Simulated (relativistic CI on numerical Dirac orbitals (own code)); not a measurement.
## Level scheme of Zn XVI

Method of calculation: Dirac-Coulomb-Breit CI, separate exchange-only KLI orbitals for each configuration, model QED (radiative potential, 1s self-energy scaled to tabulated hydrogen-like ionisation energies), unscaled Slater integrals (own radial code, finite nucleus).

CI space (outside the closed core [Ne]): 3s2.3p3, 3s.3p4, 3s2.3p2.3d, 3p5, 3s.3p3.3d, 3p4.3d, 3s.3p2.3d2, 3s2.3p2.4s, 3s2.3p.3d.4p, 3p4.4s, 3s2.3p2.4p, 3p4.4p, 3s.3p2.3d.4s, 3s2.3p2.4d, 3s.3p3.4s, 3s2.3p2.4f, 3s.3p3.4p, 3p3.3d.4p, 3s.3p3.4d, 3s.3p3.4f, 3s2.3p2.5s, 3s2.3p2.5p, 3s2.3p.4s.4p, 3s2.3p2.5d, 3s2.3p2.5f, 3s2.3p2.5g, 3s.3p2.4s2, 3s.3p3.5s, 3s2.3p.3d2, 3s2.3d3, 3s.3p.3d3, 3s2.3d2.4s, 3s2.3d2.4p, 3s2.3d2.4d, 3p3.3d2, 3p2.3d3, 3p2.3d2.4s, 3p2.3d2.4p, 3p2.3d2.4d, 3s2.3p.3d.4s, 3s.3p.3d2.4s, 3s2.3d.4s2, 3s2.3d.4s.4p, 3s2.3d.4s.4d, 3s.3p2.3d.4p, 3s.3p.3d2.4p, 3s.3p.3d.4s.4p, 3s.3p.3d.4p2, 3s.3p.3d.4p.4d, 3p3.3d.4s, 3p2.3d.4s2, 3p2.3d.4s.4p, 3p2.3d.4s.4d, 3s2.3p.4s2, 3s.3p.3d.4s2, 3s2.4s2.4p, 3s2.4s2.4d, 3s2.3p.4p2, 3s2.3d.4p2, 3s2.4s.4p2, 3s2.4p3, 3s2.4p2.4d, 3s.3p2.4s.4p, 3s.3p.4s2.4p, 3s.3p.4s.4p2, 3s.3p.4s.4p.4d. Double excitations out of closed p, d and f shells are left out; levels of such configurations are missing from the list, as are those of other unlisted configurations, and high levels can miss mixing partners. These lack a partner that the ground configuration has and come out too high: 3s2.3p2.4f, 3s.3p3.4d, 3s.3p3.4f, 3s2.3p2.5s, 3s2.3p2.5p.

The lowest level is 3s2.3p3 4S°_3/2, with 89 % of that term; Hund's rules for 3s2.3p3 give 4S° with J = 3/2, in agreement.

```
No.  Configuration  Term    J   E (eV)   %  Lifetime (s)    jj configuration (%)
  1        3s2.3p3   4S°  3/2   0.0000  89                            3p3/2 (47)
  2        3s2.3p3   2D°  3/2   6.5371  77      1.91e-03      3p1/2 3p3/2^2 (55)
  3        3s2.3p3   2D°  5/2   8.0307  97      1.96e-02      3p1/2 3p3/2^2 (97)
  4        3s2.3p3   2P°  1/2  12.5444  96      6.25e-04      3p1/2 3p3/2^2 (96)
  5        3s2.3p3   2P°  3/2  14.8593  74      2.61e-04            3p3/2^3 (85)
  6     3s.3p4(3P)    4P  5/2  44.6326  86      3.88e-10         3s 3p3/2^2 (72)
  7     3s.3p4(3P)    4P  3/2  47.2152  87      3.38e-10   3s 3p1/2 3p3/2^3 (71)
  8     3s.3p4(3P)    4P  1/2  48.1802  85      3.08e-10         3s 3p3/2^2 (32)
  9     3s.3p4(1D)    2D  3/2  55.7469  71      1.64e-10   3s 3p1/2 3p3/2^3 (43)
 10     3s.3p4(1D)    2D  5/2  56.5159  74      1.95e-10   3s 3p1/2 3p3/2^3 (64)
 11     3p2(3P).3d    2P  3/2  63.6028  51      7.91e-11   3s 3p1/2 3p3/2^3 (33)
 12     3s.3p4(1S)    2S  1/2  64.4612  32      6.08e-11         3s 3p3/2^2 (36)
 13     3p2(3P).3d    4F  3/2  67.8739  89      1.06e-09      3p1/2^2 3d3/2 (50)
 14     3s.3p4(1S)    2S  1/2  68.4495  46      8.70e-11         3s 3p3/2^4 (42)
 15     3p2(3P).3d    4F  5/2  68.9141  84      1.92e-09  3p1/2 3p3/2 3d3/2 (51)
 16     3p2(3P).3d    4F  7/2  70.5080  89      1.47e-08  3p1/2 3p3/2 3d5/2 (69)
 17     3p2(1D).3d    2F  5/2  71.0356  73      2.45e-09  3p1/2 3p3/2 3d3/2 (69)
 18     3p2(1D).3d    2F  7/2  72.1635  50      1.26e-08  3p1/2 3p3/2 3d5/2 (55)
 19     3p2(3P).3d    4D  1/2  72.1756  91      3.39e-10  3p1/2 3p3/2 3d3/2 (68)
 20     3p2(3P).3d    4F  9/2  72.2796  92      3.80e-03  3p1/2 3p3/2 3d5/2 (56)
 21     3p2(3P).3d    4D  3/2  72.3449  88      3.90e-10  3p1/2 3p3/2 3d3/2 (45)
 22     3p2(3P).3d    4D  5/2  73.5722  64      5.74e-10  3p1/2 3p3/2 3d5/2 (53)
 23     3p2(3P).3d    4D  7/2  76.1611  46      3.48e-08      3p3/2^2 3d5/2 (85)
 24     3p2(1D).3d    2G  7/2  80.4465  91      9.55e-10  3p1/2 3p3/2 3d3/2 (41)
 25     3s.3p4(3P)    2P  3/2  81.1264  44      9.78e-12  3p1/2 3p3/2 3d5/2 (34)
 26     3p2(1D).3d    2G  9/2  81.4501  92      7.33e-04      3p3/2^2 3d5/2 (56)
 27     3p2(3P).3d    4P  5/2  82.4759  80      8.42e-12  3p1/2 3p3/2 3d5/2 (47)
 28     3p2(3P).3d    4P  3/2  83.4622  72      8.54e-12  3p1/2 3p3/2 3d3/2 (37)
 29     3p2(3P).3d    4P  1/2  83.7964  53      8.61e-12  3p1/2 3p3/2 3d3/2 (53)
 30     3p2(3P).3d    2P  1/2  84.8294  33      8.51e-12      3p3/2^2 3d3/2 (46)
```

Energies count from the lowest computed level; ° marks odd parity; lifetimes are radiative, by E1, M1, E2, M2, E3 decay to levels of this space only. Percentages are summed over parent terms; the parents shown are those of the largest component, closed shells are left out there. Filled j subshells are mostly left out of the jj labels.

The mean weight of the leading LS term, summed over parents, in these 30 levels is 73 %, and that of the leading jj configuration (from the same eigenvectors) 56 %, so LS coupling describes them better.

At this charge energies of transitions that change n are usually good to better than 1 %, and those within a shell (Δn = 0) to a few per cent.

LS names give the leading component of a level, which can be under half, so a name can repeat, a term be missing and a line seem to break the LS rules.
